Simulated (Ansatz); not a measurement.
Low-lying states of GeO

Program: Ansatz, Gaussian basis, development build. State-averaged CASSCF with equal weights; occupations are averaged over the states; levels count from the state that is lowest in CASSCF. A minimal or small basis: far from the basis limit. Solutions may break the symmetry of the shape. Lower solutions, or ones in other orbitals, may exist. The average may hold one member of a degenerate pair alone.

Geometry: bond length 1.6250 Å.

Basis def2-SVP, nonrelativistic, 15 orbitals frozen in the corrections; active space CAS(8,7). Averaged: 2 singlets.

**Question.** Give the levels in order.

**Answer.** 

```json
{"state": "singlet", "CASSCF (eV)": "0.000", "SC-NEVPT2 (eV)": "0.000"}
{"state": "singlet", "CASSCF (eV)": "5.181", "SC-NEVPT2 (eV)": "4.939"}
```

Occupations: 1.98, 1.97, 1.94, 1.45, 0.56, 0.06, 0.03.

Geometry: bond length 2.4375 Å. A bond is stretched, to 1.31 times the sum of the covalent radii.

Basis def2-SVP, nonrelativistic, 10 orbitals frozen in the corrections; active space CAS(8,7). Averaged: 2 singlets.

CASSCF levels: singlet 0.00, singlet 1.22 eV.

**Question.** How does SC-NEVPT2 move them?

**Answer.** singlet 0.00, singlet 1.09 eV, in the same order of listing. The lowest state stays.
